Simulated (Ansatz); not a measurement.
`C/N=C\Br` → `[CH2]` (triplet) + `N=CBr`  (formal loss of a carbene)

Isolated molecules relaxed with PBE0-D4/def2-TZVP in Ansatz; ΔE leaves out vibrations. CBS: MP2 limit from def2 TZ/QZ plus the TZ coupled-cluster correction, frozen cores. This one scheme is used for every species. Functionals use def2-TZVPP. B3LYP here is the variant with VWN-RPA as its local correlation; programs differ in this. Triplets are unrestricted, without spin–orbit coupling. For Br outer-core shells are correlated without core-valence functions, which leaves a few kJ/mol of doubt a bond. Scalar relativity is left out up to krypton. Each species was taken in one conformer, which may not be the lowest.

```csv
level,ΔE (kJ/mol),difference from CCSD(T)/CBS
PBE-D4,447.5,14.0
r2SCAN-D4,417.3,-16.2
PBE0-D4,433.7,0.2
B3LYP-D4,431.2,-2.3
ωB97X-V,442.0,8.5
ωB97M-V,432.7,-0.8
B2PLYP,427.6,-5.9
PBE,441.3,7.8
r2SCAN,415.7,-17.8
PBE0,428.5,-5.0
B3LYP,421.3,-12.2
HF/def2-TZVPP,280.9,-152.6
MP2/def2-TZVPP,436.4,2.9
SCS-MP2/def2-TZVPP,435.7,2.2
CCSD/def2-TZVPP,408.0,-25.5
CCSD(T)/def2-TZVPP,421.7,-11.8
HF/def2-QZVPP,280.6,-152.9
MP2/def2-QZVPP,443.0,9.5
SCS-MP2/def2-QZVPP,443.6,10.1
HF/CBS(def2),280.6,-152.9
MP2/CBS(def2),448.1,14.6
CCSD/CBS(def2),419.7,-13.8
CCSD(T)/CBS,433.5,0
```

Largest T1 diagnostic among the species: 0.012.

The D4 term adds +9.9 kJ/mol with B3LYP and +5.2 kJ/mol with PBE0; it sums over pairs of atoms, weighted by their polarisabilities, and B3LYP, whose exchange is more repulsive, gets the larger term. From PBE to PBE0 (25 % exact exchange), in def2-TZVPP and without D4, ΔE moves by −12.8 kJ/mol.
